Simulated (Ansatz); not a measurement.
Abridged output of a molecular run in Ansatz:

```
Functional definition: HF
2260 factors; integrals over basis functions are off by at most 1.0e-3 eV
mean field evaluation 1: about -8406.7800 eV, gradient 5.0e1 eV
mean field evaluation 2: about -8407.0992 eV, gradient 5.0e1 eV
mean field evaluation 4: about -8413.2161 eV, gradient 7.1e0 eV
mean field evaluation 8: about -8413.3609 eV, gradient 5.1e-1 eV
mean field evaluation 16: about -8413.3627 eV, gradient 1.8e-6 eV
mean field -8413.36269097 eV, -309.1853761112 hartree, gradient 1.8e-6 eV, S^2 0.000000; 0 other end points of the search recorded, 0 dependent functions left out
7 core orbitals not correlated: weight in the atoms' cores, before any rotation towards them, 1.000 or more for the frozen orbitals, at most 0.000 for the correlated occupied ones
reference -8413.36269097 eV, -309.1853761112 hartree; 21, 21 occupied and 357, 357 virtual orbitals, 2260 factors
second order -34.41683917 eV of doubles, -0.00000000 eV of singles
cycle   1  -35.01975172 eV  change   -6.0e-1 eV  update   1.3e-1
cycle   2  -35.84265631 eV  change   -8.2e-1 eV  update   3.8e-2
cycle   3  -36.04689147 eV  change   -2.0e-1 eV  update   2.0e-2
cycle   4  -36.03805967 eV  change    8.8e-3 eV  update   4.9e-3
cycle   5  -36.03723019 eV  change    8.3e-4 eV  update   2.3e-3
cycle   6  -36.03793736 eV  change   -7.1e-4 eV  update   7.2e-4
cycle   7  -36.03766255 eV  change    2.7e-4 eV  update   2.9e-4
cycle   8  -36.03760894 eV  change    5.4e-5 eV  update   9.6e-5
cycle   9  -36.03764374 eV  change   -3.5e-5 eV  update   3.5e-5
perturbative correction -1.48826635 eV, -0.0546927796 hartree
Total energy: -8450.88860107 eV, -310.5644278712 hartree
```

Its atoms:

Z-matrix (Å, degrees):
```
C
C 1 1.519
H 1 1.092 2 111.2
H 1 1.092 2 111.2 3 119.6
H 1 1.094 2 111.3 3 -119.9
C 2 1.521 1 113.4 3 178.4
H 2 1.095 1 109.9 3 57.0
H 2 1.094 1 109.8 3 -60.3
C 6 1.521 2 111.8 1 66.0
C 6 1.530 2 111.6 1 -173.6
H 6 1.097 2 109.4 1 -53.7
C 9 1.504 6 116.6 2 -146.2
O 9 1.206 6 121.6 2 35.0
H 10 1.092 6 110.1 2 -59.4
H 10 1.092 6 110.2 2 60.1
H 10 1.093 6 112.2 2 -179.8
H 12 1.095 9 108.6 6 72.8
H 12 1.093 9 111.2 6 -44.3
H 12 1.089 9 110.5 6 -167.4
```

**Question.** Which basis set was used?
A. def2-TZVPP
B. cc-pV(Q+d)Z
C. def2-SVP
D. cc-pV(D+d)Z

**Answer.** A. It gives 385 functions.

**Question.** Write the keys of the input that set method, charge and spin (a neutral closed shell needs none for the last two).

**Answer.** 
```yaml
correlation: {method: ccsd_t}
```
